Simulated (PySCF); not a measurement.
CH6OTi, SMILES C[O][TiH3], multiplicity 1.

Geometry: PBE-D3(BJ)/def2-SVP. The spin state was assumed, not searched.

Two levels are set side by side: PBE/def2-TZVPD (PySCF) and HF/def2-TZVPD (PySCF). Same geometry, gas phase. Differences are taken from unrounded values.

```json
[
 {"quantity": "orbital gap (eV)", "HF": "12.81"},
 {"quantity": "highest occupied level (eV)", "HF": "-11.76"},
 {"quantity": "lowest empty level (eV)", "HF": "1.05"},
 {"quantity": "dipole moment (D)", "HF": "1.86"},
 {"quantity": "mean polarisability (bohr³)", "HF": "59.6"}
]
```

Task: What does PBE give, and how far is it from HF? (Estimate from the structure and the level; the computed values follow.)

Result: 
```csv
quantity,PBE,PBE minus HF
orbital gap (eV),3.42,-9.39
highest occupied level (eV),-6.73,5.03
lowest empty level (eV),-3.31,-4.36
dipole moment (D),2.58,0.71
mean polarisability (bohr³),69.1,9.5
```

Without exact exchange PBE keeps part of each electron's self-repulsion, which lifts occupied levels and narrows the gap. PBE's more diffuse valence density responds more strongly to a field. Differences between two approximate levels are no errors against the true value.

Rough cost on one machine, each run with all the roots and properties that it gave: HF against PBE about 1/4.
